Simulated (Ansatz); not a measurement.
Reaction (ligand exchange at a B–F bond): `CCOB(C)F` + HCl → `CCOB(C)Cl` + H–F

Isolated molecules relaxed with PBE0-D4/def2-TZVP in Ansatz; ΔE leaves out vibrations. CCSD(T)/CBS adds triple-zeta CCSD(T) − MP2 to the extrapolated MP2 energy (def2 sets, frozen cores). This one scheme is used for every species. Functionals use def2-TZVPP. Each species was taken in one conformer, which may not be the lowest.

```json
{"level": "ωB97M-V", "ΔE (kJ/mol)": "55.2"}
{"level": "MP2/def2-TZVPP", "ΔE (kJ/mol)": "44.5"}
{"level": "HF/CBS(def2)", "ΔE (kJ/mol)": "74.8"}
{"level": "CCSD/CBS(def2)", "ΔE (kJ/mol)": "52.6"}
```

(1) What does CCSD(T)/CBS give? (An estimate is asked.)

Largest T1 diagnostic among the species: 0.012.

Results:

(1) Computed: +48.4 kJ/mol. The listed levels differ from it by 6.8, -3.9, 26.4, 4.2 kJ/mol.

The D4 term adds −8.1 kJ/mol with B3LYP and −4.4 kJ/mol with PBE0; it sums over pairs of atoms, weighted by their polarisabilities, and B3LYP, whose exchange is more repulsive, gets the larger term. In def2-TZVPP, CCSD(T) changes the Hartree–Fock value by −20.8 kJ/mol (the triples alone add −4.2 kJ/mol) and MP2 by −29.7 kJ/mol.

B3LYP here is the variant with VWN-RPA as its local correlation; programs differ in this.
